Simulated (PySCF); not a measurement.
Ligand exchange on a metal centre used in film growth or etching (Mo F-NH2). Isolated molecules, 0 K electronic values unless said otherwise. One relaxed conformer stands for each flexible species; it need not be the lowest.

The numbers are results of PBE-D3(BJ)/def2-TZVP // BP86-D3(BJ)/def2-SVP run with PySCF 2.14.0, not measurements. 

| species | HOMO–LUMO gap (eV) | coordination number | charge on the central atom (Mulliken) (e) | LUMO (eV) |
|---|---|---|---|---|
| 0 of 6 F replaced by NH2 ([Mo(F)6]) | 4.33 | 6 | 1.81 | -6.35 |
| 1 of 6 F replaced by NH2 | 2.29 | 6 | 1.64 | -5.69 |
| 2 of 6 F replaced by NH2 | 2.54 | 6 | 1.57 | -4.84 |
| 3 of 6 F replaced by NH2 ([Mo(F)3(NH2)3]) | 2.85 | 6 | 1.51 | -3.74 |
| 4 of 6 F replaced by NH2 | 2.20 | 6 | 1.49 | -3.43 |
| 5 of 6 F replaced by NH2 ([Mo(F)(NH2)5]) | 2.25 | 6 | 1.53 | -2.96 |
